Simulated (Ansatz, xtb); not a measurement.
# Ranking isomers of C6H7NOS

3 gas-phase structures of C6H7NOS, from a drawn sample of its isomers (lower ones may exist). Each was relaxed with GFN2-xTB:

A. `O=C1C[C@@H]2CSC=C2N1`, a singlet
B. `OC1=C[C@@H]2CSC=C2N1`, a singlet
C. `OC1=NC2=CSC[C@@H]2C1`, a singlet

Problem. Make a reasoned guess at their ranking by r2SCAN-D4/def2-SVP single-point energy.

Solution. Calculated order at r2SCAN-D4/def2-SVP: A (0.0), C (14.6), B (30.5) kcal/mol.

Energies above the lowest of each column, in kcal/mol; the last columns are at B3LYP/def2-SVP geometries:

| structure | GFN2-xTB | HF/STO-3G | r2SCAN-D4/def2-SVP | B3LYP/def2-SVP | CCSD(T)/def2-SVP + ΔMP2/def2-TZVPP |
| --- | --- | --- | --- | --- | --- |
| A | 0.0 | 0.0 | 0.0 | 0.0 | 0.0 |
| C | 11.5 | 9.1 | 14.6 | 14.6 | 10.7 |
| B | 23.6 | 30.5 | 30.5 | 29.9 | 27.2 |

Every level run on A puts it lowest or level with the lowest. Flexible structures stand in one conformer each, not always the lowest. The ΔMP2 step shifts differences by up to 3.1 kcal/mol, which makes them less sure. ΔMP2 is the change of the MP2 energy from the smaller to the larger basis.

Programs: Ansatz 0.2.0, xtb 6.7.1.
